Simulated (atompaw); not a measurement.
Pd (Z = 46): one change to a PAW (atompaw) potential, before and after

atompaw 4.2.0.5 input, output lines left out:

```
Pd 46
GGA-PBESOL loggrid 1500 logderivrange -10 5 376
5 5 4 0 0 0
5 0 0
5 1 0
4 2 8
0 0 0
c
c
c
v
v
c
c
v
v
c
v
2
1.80 1.55 1.70 0.95
n
n
y
-1.35
n
custom polynom2 7 10 vanderbiltortho besselshape
bessel
1.50
1.80
1.15
1.80
1.40
1.80
```

Change: reference 4s2 4p6 4d10 5s0; wave 5p (bound): rc 1.80 bohr becomes 4p channel at -3.25 Ry: rc 1.80 bohr.

Cutoffs: the cutoffs (Ry, on a coarse ladder) from which the occupation-weighted sum of valence levels, in a spherical-Bessel basis at the reference potential, stays within 10 and 1 mRy of its value at 400 Ry; they do not see the model core or the augmentation charge, which bear on the density cutoff.

What does the change do?

The range in which the p phases agree narrows (upper end at the end of the scan → 2.5); the range in which the d phases agree widens (upper end 3.4 → at the end of the scan); neither file shows a bound ghost.

| quantity | base | changed |
| --- | --- | --- |
| cutoff, loose | 300 Ry | 300 Ry |
| cutoff, tight | over 300 Ry | over 300 Ry |
| loose cutoff by channel (10 mRy a level) | s 18 Ry, p 40 Ry, d 50 Ry | s 18 Ry, p 30 Ry, d 30 Ry |
| bound ghosts | none | none |
| s: phases at 1.81 bohr within 0.05 rad from the reference energy up to (Ry; the scan ends near 5) | to the end of the scan | to the end of the scan |
| p: phases at 1.81 bohr within 0.05 rad from the reference energy up to (Ry; the scan ends near 5) | to the end of the scan | 2.5 |
| d: phases at 1.81 bohr within 0.05 rad from the reference energy up to (Ry; the scan ends near 5) | 3.4 | to the end of the scan |
| lowest overlap eigenvalue by channel | s 0.76, p 0.66, d 0.37 | s 0.76, p 0.07, d 0.63 |

 The cutoffs see the waves, projectors and local potential, not the compensation charge or the core.
